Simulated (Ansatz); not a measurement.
Si₂F₂, relaxed as a quintet with UKS B3LYP-D4/def2-TZVP in Ansatz, starting from the B3LYP-D4/def2-TZVP geometry of the neutral singlet. Force threshold 0.02 eV/Å.

At B3LYP-D4/def2-TZVP a triplet of charge 0 lies 2.91 eV below the quintet, each at its own geometry. The structure comes from a short search, and lower isomers may exist.

Start:

Cartesian coordinates in Å:
```
Si 1.150 0.716 -0.351
Si -0.656 -0.217 1.219
F 1.304 -0.775 -1.018
F -1.798 0.276 0.150
```

Question: Estimate the energy that the relaxation releases and the steps that it takes.

Answer: 1.08 eV, in 7 steps; 11 s on 4 threads of Arm Neoverse V1 on a shared host. No frequencies were taken in this run, so the end may be a saddle point.

Question: Does the start keep its bonding and symmetry?

Answer: By distances, no bond broke or formed. The bond that changes most is Si1–Si2, from 2.57 to 2.25 Å (atoms count from 1). Point group C2 at the start, C2 at the end, both within 0.05 Å.

Question: Predict the relaxed structure.

Answer: 
```csv
atom,x (Å),y (Å),z (Å)
Si1,1.137,0.410,-0.237
Si2,-0.690,0.040,1.019
F3,1.742,-0.714,-1.233
F4,-2.189,0.264,0.451
```
Bond lengths: 2 × F–Si 1.62 Å; 1 × Si–Si 2.25 Å.
